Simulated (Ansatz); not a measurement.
The cluster As3⁻, relaxed as a quintet with UKS B3LYP-D4/def2-TZVPD in Ansatz, starting from the B3LYP-D4/def2-TZVPD geometry of the charge -1 singlet. Force threshold 0.02 eV/Å.

The highest occupied level of the charge -1 quintet lies above zero (up to 0.47 eV). The electron is either unbound and held by the finite basis, or the level is raised by self-interaction error. At B3LYP-D4/def2-TZVPD a triplet of charge -1 lies 1.73 eV below the quintet, each at its own geometry. The structure comes from a short search, and lower isomers may exist.

Start:

```xyz
3

As    1.359   -0.483    0.377
As   -0.909    0.973    0.670
As   -0.449   -0.489   -1.047
```

Question: Estimate the energy that the relaxation releases and the steps that it takes.

Answer: 23.0 kcal/mol, in 6 steps; 21 s on 4 threads of Arm Neoverse V2 on a shared host. No frequencies were taken in this run, so the end may be a saddle point.

Question: Does the start keep its bonding and symmetry?

Answer: Bonds lost: As1–As2 (atoms count from 1). Point group C2v at the start, C2v at the end, both within 0.05 Å.

Question: Predict the relaxed structure.

Answer: 
```xyz
3

As    1.705   -0.771    0.240
As   -1.331    1.179    0.632
As   -0.374   -0.408   -0.872
```
Bond lengths: 2 × As–As 2.39 Å.
